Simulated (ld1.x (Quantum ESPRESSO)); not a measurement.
## Ho (Z = 67), PAW: configuration errors across variants

| Item | Value |
| --- | --- |
| Element | Ho |
| Generator | ld1.x (Quantum ESPRESSO) 7.5 |
| Type | PAW |
| Functional | PBEsol |
| Relativity | scalar-relativistic |
| Frozen core | [Kr] 4d10 |
| Valence charge | 21 |
| Reference configuration | 4f11 5s2 5p6 5d1 6s1 6p0 |
| Partial waves | 5s (bound): rcut 1.65, rcutus 1.80 bohr; 6s (bound): rcut 1.65, rcutus 1.80 bohr; 5p (bound): rcut 2.05, rcutus 2.15 bohr; 6p (bound, empty): rcut 2.05, rcutus 2.15 bohr; 5d (bound): rcut 2.10, rcutus 2.35 bohr; 5d channel at 3.55 Ry: rcut 2.10, rcutus 2.35 bohr; 4f (bound): rcut 0.90, rcutus 1.15 bohr; 4f channel at 1.15 Ry: rcut 0.90, rcutus 1.15 bohr |
| Local potential | all-electron potential smoothed inside 1.35 bohr (lloc = -2) |
| Core correction | Bessel-smoothed model core, default radius (core density twice the valence density) |
| Augmentation charge | GAUSS, radius 0.90 bohr |

All-electron excitation energies from the reference (eV): (1) 4f11 5s2 5p6 5d0 6s2 6p0 -2.793; (2) 4f11 5s2 5p6 5d0 6s1 6p0 3.529; (3) 4f11 5s2 5p6 5d0 6s0 6p0 15.226; (4) 4f11 5s2 5p6 5d1 6s0 6p0 5.830; (5) 4f11 5s2 5p6 5d0 6s0 6p2 2.864.

The default core radius of the base comes out at 0.72 bohr.

On the changes marked as counting shells twice: ld1.x takes every shell without a wave as core, so the model core holds the marked electrons as well and exchange and correlation see them twice. This cancels in the reference configuration, but the file is broken for other ones, and its errors say nothing about a proper core correction.

1 further variants failed, have other tests or another functional or relativity, and are left out.

Errors AE − PS in meV (a dash: test not solved or not reliable):

```tsv
change	(1)	(2)	(3)	(4)	(5)	bound ghosts
base	+4.4	-0.7	-2.5	-0.4	-1.1	none
wave 5d channel at 3.55 Ry: rcut 2.10, rcutus 2.35 bohr becomes 5d channel at 2.21 Ry: rcut 2.10, rcutus 2.35 bohr	+4.3	-0.8	-2.6	-0.3	-1.1	none
waves 5d (bound): rcut 2.10, rcutus 3.36 bohr; 5d channel at 3.55 Ry: rcut 2.10, rcutus 3.36 bohr	+74	+48	+19	+25	+48	none
core correction Bessel-smoothed model core inside 0.72 bohr	+4.3	-0.8	-2.6	-0.4	-1.1	none
type TM; waves now 5s (bound): rc 1.80 bohr; 5p (bound): rc 2.15 bohr; 4f (bound): rc 1.15 bohr; 5d (bound): rc 2.35 bohr; local potential the d channel (6s counted twice)	-304	-63	+124	+200	+626	none
```

(1) Give the same row for: waves 5s (bound): rcut 1.65, rcutus 1.76 bohr; 6s (bound): rcut 1.65, rcutus 1.76 bohr.

Results:

(1) +3.8, -0.8, -3.1, -0.8, -1.0; bound ghosts: none.
